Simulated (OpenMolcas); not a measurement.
## Mo³⁺: CASPT2 settings compared

- Program: OpenMolcas
- Basis: ANO-RCC-VDZ [6s5p3d]
- Scalar Hamiltonian: DKH2, point nucleus
- Active space: 3 electrons in 5 orbitals (4d)
- State averaging: 2S+1 = 4 even, 10 roots; 2S+1 = 2 even, 40 roots kept (CI in the orbitals of an earlier block)
- Spin-orbit coupling: state interaction with AMFI integrals over the reference wave functions, term energies averaged over their components

Methods on the same reference wave functions:
A. CASSCF
B. SS-CASPT2, IPEA 0.6 Eh, real shift 0.1 Eh (closed shells correlated: 4s 4p)
C. SS-CASPT2, IPEA 0.75 Eh, sigma2 regulariser 0.2 Eh (closed shells correlated: 4s 4p)
D. SS-CASPT2, IPEA 0.15 Eh, imaginary shift 0.3 Eh (closed shells correlated: 4s 4p)
E. MS-CASPT2, IPEA 0.75 Eh, sigma2 regulariser 0.2 Eh (closed shells correlated: 4s 4p)
F. MS-CASPT2, IPEA 0.15 Eh, imaginary shift 0.3 Eh (closed shells correlated: 4s 4p)

Energies in eV above 4d3 4F 3/2, the measured ground level; measured values from Sugar and Musgrove, J. Phys. Chem. Ref. Data 17, 155 (1988).

| Level | A | B | C | D | E | F | Measured |
| --- | --- | --- | --- | --- | --- | --- | --- |
| 4d3 4F 3/2 | 0.0000 | 0.0000 | 0.0000 | 0.0000 | 0.0000 | 0.0000 | 0.0000 |
| 4d3 4F 5/2 | 0.0983 | 0.1006 | 0.1005 | 0.1009 | 0.1008 | 0.1012 | 0.0965 |
| 4d3 4F 7/2 | 0.2241 | 0.2277 | 0.2276 | 0.2282 | 0.2279 | 0.2285 | 0.2182 |
| 4d3 4F 9/2 | 0.3692 | 0.372 | 0.372 | 0.372 | 0.373 | 0.373 | 0.3552 |
| 4d3 4P 1/2 | 1.6248 | 1.415 | 1.420 | 1.396 | 1.411 | 1.385 | 1.2817 |
| 4d3 4P 3/2 | 1.6345 | 1.430 | 1.435 | 1.409 | 1.412 | 1.383 | 1.2808 |
| 4d3 2G 7/2 | 1.7614 | 1.688 | 1.698 | 1.653 | 1.698 | 1.653 | 1.4358 |
| 4d3 4P 5/2 | 1.7800 | 1.563 | 1.568 | 1.543 | 1.567 | 1.542 | 1.4397 |
| 4d3 2G 9/2 | 1.8538 | 1.790 | 1.799 | 1.756 | 1.807 | 1.764 | 1.5263 |
| 4d3 2P 1/2 | 2.2996 | 2.253 | 2.259 | 2.231 | 2.002 | 1.947 | 1.7789 |
| 4d3 2H 9/2 | 2.3477 | 2.332 | 2.338 | 2.312 | 2.404 | 2.385 | 1.9831 |
| 4d3 2H 11/2 | 2.3956 | 2.388 | 2.393 | 2.369 | 2.466 | 2.450 | 2.0281 |
| 4d3 2D 5/2(1) | 2.6174 | 2.224 | 2.238 | 2.174 | 2.241 | 2.177 |  |
| 4d3 2F 7/2 | 3.8316 | 3.545 | 3.556 | 3.504 | 3.557 | 3.504 | 3.0732 |
| 4d3 2F 5/2 | 3.8764 | 3.586 | 3.597 | 3.545 | 3.598 | 3.546 | 3.1121 |
| 4d3 2D 5/2(2) | 5.9579 | 5.241 | 5.251 | 5.200 | 5.250 | 5.198 | 4.8257 |
| 4d3 2D 3/2(2) | 6.0100 | 5.289 | 5.300 | 5.248 | 5.311 | 5.259 | 4.8640 |

Deviations, from unrounded energies. A percentage is the sum of absolute deviations over the sum of measured energies, with the sign that they share, or ± where signs differ.

```
                        Against measurement  Levels      A      B      C      D      E      F
             mean absolute deviation (cm-1)      15   3600   2100   2200   1900   2100   1800
      fine structure of the ground term (%)       3   +3.3   +4.6   +4.5   +4.7   +4.7   +4.9
other terms of the ground configuration (%)      12  +23.6  +13.6  +13.9  +12.3  +13.5  +11.8
```

D, F lie about equally close to measurement and A furthest from it. The largest miss of F in the table is 4d3 2F 5/2, by +3500 cm-1. The ranking rests on the paired levels alone, and a cruder setting can come out closer through cancelling errors.

Among B to F the level of the table that moves most is 4d3 2P 1/2, by 2500 cm-1 (lowest in F, highest in C). Moves below CASPT2's spread within the term are not significant.

The mean deviations of B to F differ by less than CASPT2's widest spread within a term (1300 cm-1), so their order carries little weight.

From A to B the spin-free energies of the other terms of 4d3 shown, above 4F, scale by factors of 0.83 to 0.99.

The lowest spin-free term lies below A's lowest term by 0.091 hartree in B, 0.090 hartree in C, 0.095 hartree in D, 0.090 hartree in E, 0.095 hartree in F.

Term energies are means over components that CASPT2 splits; among the terms shown or strongly mixed into the levels shown the widest spread is 1300 cm-1 (4d3 2H, D). Terms from blocks run as CI alone lack orbitals of their own. The basis is small and was not contracted for so high a charge. Without dynamic correlation excited terms often stand tens of per cent too high (terms of higher spin than the ground term too low), and those without a measured partner can miss by more than the paired ones (holds for A). The CASPT2 spread within a term exceeds the gap to the next term for 4d3 2P and 4d3 2H, so the order of their levels is uncertain (holds for B; C; D). Some terms miss by over 15 % even with CASPT2, which points to a basis or an active space too small for the shells correlated (holds for B; C; D; E; F). Some levels mix across a computed gap that differs much from the measured one, so their mixing is not that of the real levels (holds for E; F). Measured partners are found by configuration, term and J. A level has none where our copy of the source lacks it or the pairing is in doubt (some pairs that miss far off the trend of their configuration count as doubtful), and it then counts in no deviation. Levels of configurations outside the active space are missing. Levels that lie high or do not pair safely by name in every column are left out.

A number in round brackets counts repeated terms of one configuration in the order of the reference energies.
